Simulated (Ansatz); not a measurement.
Mulliken charges of CH₄Cl₂OSSn (`C[O][Sn]([SH])([Cl])[Cl]`) from r2SCAN/def2-TZVPP in Ansatz (PBE0-D4/def2-TZVP geometry).

```tsv
atom	x (Å)	y (Å)	z (Å)	charge (e)
C1	1.607	0.636	-0.117	0.005
O2	0.211	0.806	0.043	-0.512
Sn3	-0.975	-0.728	0.047	1.143
S4	-3.148	0.146	0.334	-0.307
Cl5	-0.328	-2.181	1.721	-0.334
Cl6	-0.696	-1.903	-1.920	-0.335
H7	1.855	0.172	-1.078	0.068
H8	2.060	1.630	-0.088	0.064
H9	2.042	0.034	0.688	0.068
H10	-2.628	1.388	0.371	0.139
```

Question: By hand: the dipole of these point charges (1 e Å = 4.8032 D).

Answer: Σ q r = (0.126, 0.391, 0.016) e Å, of length 0.411 e Å = 1.97 D.

Question: How does the dipole of the full density compare? (Best estimate.)

Answer: Computed: (0.090, 0.340, 0.015) e Å, 1.69 D; the point charges give 1.17 times that, at 3° from its direction.

Point charges leave out the atoms' own dipoles, such as those of lone pairs, and Mulliken's split depends on the basis, so the two needn't agree.
